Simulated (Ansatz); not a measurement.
C₆H₁₈N₂O₂Zr, SMILES `C[O][Zr]([O]C)([N](C)C)[N](C)C`, 29 atoms. The species carries charge 0 and has multiplicity 1. Correlated methods include outer-core shells of Zr, which these sets cover unevenly. Zr: def2 effective core potential. Hardware: A = 10 threads of an AMD EPYC 7R13 on a shared host and a whole NVIDIA H100 80 GB; B = 10 threads of a server CPU on a shared host. Correlated methods freeze the cores.

Problem. How many basis functions does each run have, and how long does it take in Ansatz? RHF-CCSD(T)/def2-SVP energy [A]; RKS PBE-QIDH (frozen core)/def2-TZVPP energy [A]; RKS r2SCANh-D4/def2-TZVPP energy [A]; RKS PBE0-D4/def2-QZVPP energy [A]; RKS PBE0-D4/def2-SVP energy [B]; RKS ωB97M-V/def2-SVP energy [B]; RKS PBE-D4/def2-TZVPP energy and forces [A]; RKS ωB97M-V/def2-QZVPP energy [A]; RKS B97M-V/def2-TZVPP energy [A]; RHF-CCSD(T)/def2-TZVPP energy [A]; direct RPA on PBE orbitals/def2-TZVPP energy [A]; RHF-MP2/def2-QZVPP energy [A]. (Best estimate.)

Solution. Computed: Other jobs shared the machine, so times are rough.

```csv
level,job,functions,wall time,peak host memory (GiB)
RKS r2SCANh-D4/def2-TZVPP,energy [A],618,2.8 s,2.5
RKS B97M-V/def2-TZVPP,energy [A],618,3.4 s,2.5
RKS PBE0-D4/def2-SVP,energy [B],261,3.4 s,2.5
RKS PBE-D4/def2-TZVPP,energy and forces [A],618,3.8 s,2.5
RKS PBE-QIDH (frozen core)/def2-TZVPP,energy [A],618,4 s,3.8
RKS PBE0-D4/def2-QZVPP,energy [A],1191,4.4 s,2.5
direct RPA on PBE orbitals/def2-TZVPP,energy [A],618,4.9 s,3.8
RHF-MP2/def2-QZVPP,energy [A],1191,7 s,2.5
RHF-CCSD(T)/def2-SVP,energy [A],261,7 s,2.5
RKS ωB97M-V/def2-QZVPP,energy [A],1191,7 s,2.5
RKS ωB97M-V/def2-SVP,energy [B],261,9 s,2.5
RHF-CCSD(T)/def2-TZVPP,energy [A],618,100 s,3.5
```
